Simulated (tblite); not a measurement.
Compound: C3H13ClSi4.
Cartesian coordinates in Å at the GFN2-xTB level; atoms count from 1:
```
atom  x, y, z in Å
C1    -2.385   -1.181    0.518
C2    -1.655    0.015   -0.086
C3    -1.457    1.096    0.971
Si4    0.044   -0.494   -0.839
Cl5   -0.420   -1.806   -2.366
Si6    1.634   -1.279    0.745
Si7    3.009    0.560    0.203
Si8    1.488    1.293   -1.443
H9    -1.807   -1.609    1.335
H10   -3.357   -0.881    0.910
H11   -2.546   -1.956   -0.230
H12   -2.290    0.431   -0.878
H13   -2.414    1.410    1.385
H14   -0.966    1.972    0.550
H15   -0.843    0.723    1.789
H16    2.210   -2.609    0.517
H17    1.175   -1.363    2.141
H18    4.365    0.238   -0.262
H19    3.267    1.502    1.301
H20    0.950    2.652   -1.285
H21    1.989    1.303   -2.822
```

Computed values, GFN2-xTB/tblite, gas phase, harmonic and unscaled. The method is semi-empirical: single wavenumbers can be off by several per cent or more. Modes of hydrogen on silicon can be 10 to 20 % off. One conformer, not necessarily the lowest.

Harmonic wavenumbers (cm⁻¹): 35.7, 45.3, 79.6, 102.9, 111.0, 117.7, 204.5, 226.3, 240.6, 264.6, 276.9, 292.4, 296.3, 333.2, 367.6, 379.3, 382.5, 400.3, 411.5, 417.4, 465.6, 479.5, 480.0, 498.5, 603.3, 614.3, 652.9, 822.5, 826.1, 854.9, 943.1, 947.5, 993.3, 1034.6, 1130.3, 1175.9, 1265.3, 1303.7, 1415.0, 1427.6, 1499.6, 1508.3, 1510.6, 1516.5, 2154.1, 2160.6, 2175.9, 2188.3, 2194.7, 2200.9, 2907.9, 3000.9, 3008.3, 3012.1, 3018.7, 3026.9, 3031.3.

A = 1012, B = 624.0, C = 562.0 MHz; mass 195.978 u (most abundant isotopes); point group C1, symmetry number 1.

Zero-point energy?

Half the sum of the wavenumbers: 31518 cm⁻¹ = 377.04 kJ/mol.

Entropy at 298.15 K, 1 bar (ideal gas, RRHO, classical rotation)?

Translation 174.68, rotation 130.47, vibration 203.01: S = 508.2 J/(mol K).

And Cp and H(298.15 K) − H(0)?

Cp = 231.27 J/(mol K), of which vibrations give 198.01 (their classical limit is 57 R = 473.9); H(298.15 K) − H(0) = 41.73 kJ/mol without the zero-point energy, 31.82 from vibrations.

Which modes carry the vibrational entropy at 298.15 K?

35.7 cm⁻¹: 22.95; 45.3 cm⁻¹: 20.97; 79.6 cm⁻¹: 16.32; 102.9 cm⁻¹: 14.22; 111.0 cm⁻¹: 13.60; 117.7 cm⁻¹: 13.13 J/(mol K); the other 51 give 101.82 together.

Blend soft modes into free rotors: weight 1/[1 + (100 cm⁻¹/ν̃)⁴] for the oscillator and the rest for a rotor with moment μB/(μ + B), μ = h/(8π²ν), B = 10⁻⁴⁴ kg m². What vibrational entropy results?

186.07 J/(mol K) in place of 203.01, which changes −T·S at 298.15 K by +5.05 kJ/mol.

Hindered rotation and anharmonicity are outside this model. Other conformers, if any are populated, would add a mixing term that is left out. The structure is chiral; the term R ln 2 for an equal mix with its mirror image is left out.
